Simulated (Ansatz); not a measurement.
Ansatz results at the PBE0-D4/def2-TZVP geometry: LUMO energy (PBE0/def2-TZVPP) -3.14 eV; HOMO energy (ωB97M-V/def2-TZVPP) -10.43 eV; size of the dipole moment (PBE/def2-TZVPP) 1.72 D.

Each molecule was computed in one conformer, which needn't be the lowest.

Problem. Which molecule gave them?
A. `CC1=CC(C)=[O+][Ti-]([CH3])([CH3])([CH3])[O]1`
B. `[F][In-]1([Cl])[O]C=CC=[O+]1`
C. `[F][Ga-]1([Cl])[O]C=CC=[O+]1`
D. `[OH][Zn-]1[O]C(C(F)(F)F)=CC(C(F)(F)F)=[O+]1`

Solution. D. The others give `[F][Ga-]1([Cl])[O]C=CC=[O+]1`: -2.83, -10.36, 5.54; `[F][In-]1([Cl])[O]C=CC=[O+]1`: -2.64, -10.16, 4.98; `CC1=CC(C)=[O+][Ti-]([CH3])([CH3])([CH3])[O]1`: -1.83, -9.05, 4.28.
